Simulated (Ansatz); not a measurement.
Geometry optimisation of C3H4Cl2OZr, SMILES `C#[C][Zr]([Cl])([Cl])[O]C`.

```yaml
crystal:
  periodic: [false, false, false]
  atoms:
    - {symbol: C, position_ang: [1.595400, 0.261510, 2.691530]}
    - {symbol: C, position_ang: [1.293030, -0.118550, 1.583700]}
    - {symbol: Zr, position_ang: [0.725010, -0.792070, -0.415910]}
    - {symbol: Cl, position_ang: [2.400250, -1.736390, -1.656550]}
    - {symbol: Cl, position_ang: [-0.869380, -2.430880, -0.316030]}
    - {symbol: O, position_ang: [-0.107320, 0.567020, -1.367000]}
    - {symbol: C, position_ang: [-1.453970, 0.853880, -1.097450]}
    - {symbol: H, position_ang: [1.858730, 0.589360, 3.662540]}
    - {symbol: H, position_ang: [-2.100660, 0.062280, -1.515920]}
    - {symbol: H, position_ang: [-1.618900, 0.934340, -0.002930]}
    - {symbol: H, position_ang: [-1.722180, 1.809510, -1.565980]}
basis:
  gaussian: {orbitals: def2-TZVP}
hamiltonian: {xc: pbe0, dispersion: d4}
relax: {f_tol: 0.005, max_steps: 150}
```

```sh
$ ansatz run in.yaml --threads 2 --pin off --events-out ev --progress --plain --max-ram 32768MiB --backend cuda --devices 0, --max-vram 18GiB
```

It prints (some lines left out):

```
Functional definition: PBE0
mean field -31541.17497443 eV, -1159.1168009342 hartree, gradient 2.9e-5 eV, S^2 0.000000; 0 other end points of the search recorded, 0 dependent functions left out
relax step   1: F+E_penalty+E_count = -31541.46483117 eV  Δ(F+E_penalty+E_count) = +0.000e0 eV  max|allowed force component| = 8.996e-1 eV/Å  Δτ_max = 0.0000 Å  (33 SCF iters, accepted)
mean field -31541.38706025 eV, -1159.1245949442 hartree, gradient 1.3e-5 eV, S^2 0.000000; 0 other end points of the search recorded, 0 dependent functions left out
relax step   2: F+E_penalty+E_count = -31541.66537173 eV  Δ(F+E_penalty+E_count) = -2.005e-1 eV  max|allowed force component| = 4.087e-1 eV/Å  Δτ_max = 0.1961 Å  (41 SCF iters, accepted)
mean field -31541.44335730 eV, -1159.1266638227 hartree, gradient 1.9e-5 eV, S^2 0.000000; 0 other end points of the search recorded, 0 dependent functions left out
relax step   3: F+E_penalty+E_count = -31541.72112220 eV  Δ(F+E_penalty+E_count) = -5.575e-2 eV  max|allowed force component| = 3.729e-1 eV/Å  Δτ_max = 0.1118 Å  (34 SCF iters, accepted)
mean field -31541.49548158 eV, -1159.1285793544 hartree, gradient 1.3e-5 eV, S^2 0.000000; 0 other end points of the search recorded, 0 dependent functions left out
relax step   4: F+E_penalty+E_count = -31541.76950375 eV  Δ(F+E_penalty+E_count) = -4.838e-2 eV  max|allowed force component| = 6.166e-1 eV/Å  Δτ_max = 0.1978 Å  (41 SCF iters, accepted)
mean field -31541.54849551 eV, -1159.1305275807 hartree, gradient 1.4e-5 eV, S^2 0.000000; 0 other end points of the search recorded, 0 dependent functions left out
relax step   5: F+E_penalty+E_count = -31541.81888639 eV  Δ(F+E_penalty+E_count) = -4.938e-2 eV  max|allowed force component| = 3.892e-1 eV/Å  Δτ_max = 0.1999 Å  (40 SCF iters, accepted)
mean field -31541.60048862 eV, -1159.1324382920 hartree, gradient 1.4e-5 eV, S^2 0.000000; 0 other end points of the search recorded, 0 dependent functions left out
relax step   6: F+E_penalty+E_count = -31541.86808987 eV  Δ(F+E_penalty+E_count) = -4.920e-2 eV  max|allowed force component| = 1.660e-1 eV/Å  Δτ_max = 0.2000 Å  (40 SCF iters, accepted)
mean field -31541.62732198 eV, -1159.1334244001 hartree, gradient 1.4e-5 eV, S^2 0.000000; 0 other end points of the search recorded, 0 dependent functions left out
relax step   7: F+E_penalty+E_count = -31541.89330883 eV  Δ(F+E_penalty+E_count) = -2.522e-2 eV  max|allowed force component| = 2.690e-2 eV/Å  Δτ_max = 0.1967 Å  (40 SCF iters, accepted)
mean field -31541.63322579 eV, -1159.1336413610 hartree, gradient 2.4e-5 eV, S^2 0.000000; 0 other end points of the search recorded, 0 dependent functions left out
relax step   8: F+E_penalty+E_count = -31541.89892074 eV  Δ(F+E_penalty+E_count) = -5.612e-3 eV  max|allowed force component| = 3.404e-2 eV/Å  Δτ_max = 0.0987 Å  (33 SCF iters, accepted)
mean field -31541.63200563 eV, -1159.1335965209 hartree, gradient 1.6e-5 eV, S^2 0.000000; 0 other end points of the search recorded, 0 dependent functions left out
relax step   9: F+E_penalty+E_count = -31541.89716327 eV  Δ(F+E_penalty+E_count) = +1.757e-3 eV  max|allowed force component| = 2.434e-1 eV/Å  Δτ_max = 0.1519 Å  (34 SCF iters, rejected (line search))
mean field -31541.63335650 eV, -1159.1336461645 hartree, gradient 1.5e-5 eV, S^2 0.000000; 0 other end points of the search recorded, 0 dependent functions left out
relax step  10: F+E_penalty+E_count = -31541.89915854 eV  Δ(F+E_penalty+E_count) = -2.378e-4 eV  max|allowed force component| = 2.223e-1 eV/Å  Δτ_max = 0.0741 Å  (34 SCF iters, accepted)
mean field -31541.63594714 eV, -1159.1337413688 hartree, gradient 1.4e-5 eV, S^2 0.000000; 0 other end points of the search recorded, 0 dependent functions left out
relax step  11: F+E_penalty+E_count = -31541.90146649 eV  Δ(F+E_penalty+E_count) = -2.308e-3 eV  max|allowed force component| = 7.462e-2 eV/Å  Δτ_max = 0.0642 Å  (35 SCF iters, accepted)
mean field -31541.63606253 eV, -1159.1337456093 hartree, gradient 1.3e-5 eV, S^2 0.000000; 0 other end points of the search recorded, 0 dependent functions left out
relax step  12: F+E_penalty+E_count = -31541.90155633 eV  Δ(F+E_penalty+E_count) = -8.984e-5 eV  max|allowed force component| = 4.257e-2 eV/Å  Δτ_max = 0.0227 Å  (35 SCF iters, accepted)
mean field -31541.63649529 eV, -1159.1337615128 hartree, gradient 1.4e-5 eV, S^2 0.000000; 0 other end points of the search recorded, 0 dependent functions left out
relax step  13: F+E_penalty+E_count = -31541.90204432 eV  Δ(F+E_penalty+E_count) = -4.880e-4 eV  max|allowed force component| = 3.945e-3 eV/Å  Δτ_max = 0.0243 Å  (35 SCF iters, accepted)
mean field -31541.63670417 eV, -1159.1337691890 hartree, gradient 1.3e-5 eV, S^2 0.000000; 0 other end points of the search recorded, 0 dependent functions left out
relax step  14: F+E_penalty+E_count = -31541.90226767 eV  Δ(F+E_penalty+E_count) = -2.233e-4 eV  max|allowed force component| = 2.012e-2 eV/Å  Δτ_max = 0.0462 Å  (34 SCF iters, accepted)
mean field -31541.63677004 eV, -1159.1337716096 hartree, gradient 1.3e-5 eV, S^2 0.000000; 0 other end points of the search recorded, 0 dependent functions left out
relax step  15: F+E_penalty+E_count = -31541.90234979 eV  Δ(F+E_penalty+E_count) = -8.212e-5 eV  max|allowed force component| = 5.336e-2 eV/Å  Δτ_max = 0.0529 Å  (34 SCF iters, accepted)
mean field -31541.63704176 eV, -1159.1337815952 hartree, gradient 1.3e-5 eV, S^2 0.000000; 0 other end points of the search recorded, 0 dependent functions left out
relax step  16: F+E_penalty+E_count = -31541.90261732 eV  Δ(F+E_penalty+E_count) = -2.675e-4 eV  max|allowed force component| = 2.526e-2 eV/Å  Δτ_max = 0.0103 Å  (35 SCF iters, accepted)
mean field -31541.63724565 eV, -1159.1337890880 hartree, gradient 1.3e-5 eV, S^2 0.000000; 0 other end points of the search recorded, 0 dependent functions left out
relax step  17: F+E_penalty+E_count = -31541.90279015 eV  Δ(F+E_penalty+E_count) = -1.728e-4 eV  max|allowed force component| = 1.631e-2 eV/Å  Δτ_max = 0.0200 Å  (35 SCF iters, accepted)
[...]
relax step  21: F+E_penalty+E_count = -31541.90272701 eV  Δ(F+E_penalty+E_count) = +4.413e-4 eV  max|allowed force component| = 1.069e-1 eV/Å  Δτ_max = 0.0912 Å  (32 SCF iters, rejected (line search))
mean field -31541.63619689 eV, -1159.1337505469 hartree, gradient 1.3e-5 eV, S^2 0.000000; 0 other end points of the search recorded, 0 dependent functions left out
relax step  22: F+E_penalty+E_count = -31541.90163474 eV  Δ(F+E_penalty+E_count) = +1.534e-3 eV  max|allowed force component| = 1.162e-1 eV/Å  Δτ_max = 0.0138 Å  (35 SCF iters, rejected (line search))
mean field -31541.63762993 eV, -1159.1338032102 hartree, gradient 1.3e-5 eV, S^2 0.000000; 0 other end points of the search recorded, 0 dependent functions left out
relax step  23: F+E_penalty+E_count = -31541.90322010 eV  Δ(F+E_penalty+E_count) = -5.181e-5 eV  max|allowed force component| = 7.407e-3 eV/Å  Δτ_max = 0.0068 Å  (37 SCF iters, accepted)
mean field -31541.63779191 eV, -1159.1338091626 hartree, gradient 1.4e-5 eV, S^2 0.000000; 0 other end points of the search recorded, 0 dependent functions left out
relax step  24: F+E_penalty+E_count = -31541.90339726 eV  Δ(F+E_penalty+E_count) = -1.772e-4 eV  max|allowed force component| = 1.678e-2 eV/Å  Δτ_max = 0.0475 Å  (33 SCF iters, accepted)
mean field -31541.63712533 eV, -1159.1337846665 hartree, gradient 1.3e-5 eV, S^2 0.000000; 0 other end points of the search recorded, 0 dependent functions left out
relax step  25: F+E_penalty+E_count = -31541.90269794 eV  Δ(F+E_penalty+E_count) = +6.993e-4 eV  max|allowed force component| = 1.166e-1 eV/Å  Δτ_max = 0.0738 Å  (33 SCF iters, rejected (line search))
mean field -31541.63790595 eV, -1159.1338133536 hartree, gradient 1.3e-5 eV, S^2 0.000000; 0 other end points of the search recorded, 0 dependent functions left out
relax step  26: F+E_penalty+E_count = -31541.90350697 eV  Δ(F+E_penalty+E_count) = -1.097e-4 eV  max|allowed force component| = 1.087e-2 eV/Å  Δτ_max = 0.0175 Å  (35 SCF iters, accepted)
mean field -31541.63802788 eV, -1159.1338178345 hartree, gradient 1.4e-5 eV, S^2 0.000000; 0 other end points of the search recorded, 0 dependent functions left out
relax step  27: F+E_penalty+E_count = -31541.90364180 eV  Δ(F+E_penalty+E_count) = -1.348e-4 eV  max|allowed force component| = 1.689e-2 eV/Å  Δτ_max = 0.0370 Å  (33 SCF iters, accepted)
mean field -31541.63802260 eV, -1159.1338176405 hartree, gradient 1.4e-5 eV, S^2 0.000000; 0 other end points of the search recorded, 0 dependent functions left out
relax step  28: F+E_penalty+E_count = -31541.90362650 eV  Δ(F+E_penalty+E_count) = +1.530e-5 eV  max|allowed force component| = 4.789e-2 eV/Å  Δτ_max = 0.0463 Å  (33 SCF iters, rejected (line search))
mean field -31541.63812255 eV, -1159.1338213134 hartree, gradient 1.4e-5 eV, S^2 0.000000; 0 other end points of the search recorded, 0 dependent functions left out
relax step  29: F+E_penalty+E_count = -31541.90372569 eV  Δ(F+E_penalty+E_count) = -8.390e-5 eV  max|allowed force component| = 1.235e-2 eV/Å  Δτ_max = 0.0225 Å  (33 SCF iters, accepted)
mean field -31541.63818639 eV, -1159.1338236594 hartree, gradient 1.4e-5 eV, S^2 0.000000; 0 other end points of the search recorded, 0 dependent functions left out
relax step  30: F+E_penalty+E_count = -31541.90379046 eV  Δ(F+E_penalty+E_count) = -6.477e-5 eV  max|allowed force component| = 1.734e-2 eV/Å  Δτ_max = 0.0274 Å  (33 SCF iters, accepted)
mean field -31541.63821907 eV, -1159.1338248604 hartree, gradient 1.3e-5 eV, S^2 0.000000; 0 other end points of the search recorded, 0 dependent functions left out
relax step  31: F+E_penalty+E_count = -31541.90382478 eV  Δ(F+E_penalty+E_count) = -3.432e-5 eV  max|allowed force component| = 2.279e-2 eV/Å  Δτ_max = 0.0218 Å  (34 SCF iters, accepted)
mean field -31541.63820814 eV, -1159.1338244589 hartree, gradient 1.3e-5 eV, S^2 0.000000; 0 other end points of the search recorded, 0 dependent functions left out
relax step  32: F+E_penalty+E_count = -31541.90382896 eV  Δ(F+E_penalty+E_count) = -4.175e-6 eV  max|allowed force component| = 2.673e-2 eV/Å  Δτ_max = 0.0202 Å  (35 SCF iters, accepted)
mean field -31541.63828819 eV, -1159.1338274008 hartree, gradient 1.3e-5 eV, S^2 0.000000; 0 other end points of the search recorded, 0 dependent functions left out
relax step  33: F+E_penalty+E_count = -31541.90389343 eV  Δ(F+E_penalty+E_count) = -6.448e-5 eV  max|allowed force component| = 2.163e-2 eV/Å  Δτ_max = 0.0139 Å  (36 SCF iters, accepted)
mean field -31541.63831167 eV, -1159.1338282635 hartree, gradient 1.3e-5 eV, S^2 0.000000; 0 other end points of the search recorded, 0 dependent functions left out
relax step  34: F+E_penalty+E_count = -31541.90392802 eV  Δ(F+E_penalty+E_count) = -3.459e-5 eV  max|allowed force component| = 9.069e-3 eV/Å  Δτ_max = 0.0067 Å  (37 SCF iters, accepted)
mean field -31541.63833572 eV, -1159.1338291475 hartree, gradient 1.3e-5 eV, S^2 0.000000; 0 other end points of the search recorded, 0 dependent functions left out
relax step  35: F+E_penalty+E_count = -31541.90394896 eV  Δ(F+E_penalty+E_count) = -2.094e-5 eV  max|allowed force component| = 2.400e-3 eV/Å  Δτ_max = 0.0115 Å  (35 SCF iters, accepted)
mean field -31541.63834711 eV, -1159.1338295658 hartree, gradient 1.3e-5 eV, S^2 0.000000; 0 other end points of the search recorded, 0 dependent functions left out
relax step  36: F+E_penalty+E_count = -31541.90396519 eV  Δ(F+E_penalty+E_count) = -1.623e-5 eV  max|allowed force component| = 4.543e-3 eV/Å  Δτ_max = 0.0219 Å  (35 SCF iters, accepted)
mean field -31541.63835243 eV, -1159.1338297615 hartree, gradient 1.3e-5 eV, S^2 0.000000; 0 other end points of the search recorded, 0 dependent functions left out
relax step  37: F+E_penalty+E_count = -31541.90397012 eV  Δ(F+E_penalty+E_count) = -4.934e-6 eV  max|allowed force component| = 5.800e-3 eV/Å  Δτ_max = 0.0123 Å  (36 SCF iters, accepted)
mean field -31541.63835624 eV, -1159.1338299013 hartree, gradient 1.3e-5 eV, S^2 0.000000; 0 other end points of the search recorded, 0 dependent functions left out
relax step  38: F+E_penalty+E_count = -31541.90397341 eV  Δ(F+E_penalty+E_count) = -3.284e-6 eV  max|allowed force component| = 2.478e-3 eV/Å  Δτ_max = 0.0048 Å  (36 SCF iters, accepted)
mean field -31541.63835624 eV, -1159.1338299014 hartree, gradient 1.3e-5 eV, S^2 0.000000; 1 other end points of the search recorded, 0 dependent functions left out
Total energy: -31541.90402289 eV, -1159.1435929706 hartree
Atom 0 at     1.725851     0.062683     2.808399 Å, force     0.001575    -0.002360    -0.000061 eV/Å
Atom 1 at     1.333264    -0.310157     1.720173 Å, force    -0.000915     0.001276    -0.000051 eV/Å
Atom 2 at     0.666617    -1.020462    -0.225554 Å, force     0.000424    -0.000293     0.000417 eV/Å
Atom 3 at     2.456786    -0.988700    -1.741698 Å, force    -0.000042    -0.000017     0.000015 eV/Å
Atom 4 at    -0.278812    -3.157148    -0.013019 Å, force     0.000098     0.000100    -0.000078 eV/Å
Atom 5 at    -0.646750     0.184941    -0.791693 Å, force     0.000236    -0.000456     0.000048 eV/Å
Atom 6 at    -1.635634     1.039597    -1.283261 Å, force    -0.001511     0.001430    -0.000850 eV/Å
Atom 7 at     2.072748     0.387353     3.764132 Å, force    -0.000851     0.001106    -0.000123 eV/Å
Atom 8 at    -2.560381     0.481653    -1.451092 Å, force     0.002172     0.001908     0.000405 eV/Å
Atom 9 at    -1.825166     1.836283    -0.559648 Å, force     0.000080    -0.001712    -0.002200 eV/Å
Atom 10 at    -1.308514     1.483965    -2.226739 Å, force    -0.001267    -0.000981     0.002478 eV/Å
Dipole moment:    -0.395045     0.535605     0.046970 e Å
```

It took 3.1 min on 2 threads of an AMD EPYC 7R13 on a shared host and a share of an NVIDIA H100 80 GB, with 0.92 GiB of host memory at the peak.
